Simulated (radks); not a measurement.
All-electron atom: Si2+ in [Ne] 3s1 5f1 (not the ground configuration). All-electron calculation, scalar-relativistic Kohn-Sham, r2SCAN, spin-polarised, spherical densities, finite nucleus; open shells are filled with parallel spins first; meta-GGA in the generalised Kohn-Sham scheme; Fermi nuclear charge, rms radius 3.1224 fm. Program: a radial shooting solver on a logarithmic mesh with Libxc functionals. Some entries of the table are withheld. Estimate them.

orbital  occ.  eigenvalue (Ry)  <r^2> (bohr^2)
1s up       1        -134.6139         0.01667
1s down     1        -134.5997         0.01668
2s up       1        -12.97536             (1)
2s down     1        -12.96124             (2)
2p up       3         -9.61155          0.3581
2p down     3         -9.59110          0.3559
3s up       1         -2.74997           3.916
5f up       1              (3)           119.5

Answer. 
(1) 2s up <r^2> (bohr^2): 0.3793
(2) 2s down <r^2> (bohr^2): 0.3796
(3) 5f up eigenvalue (Ry): -0.30963
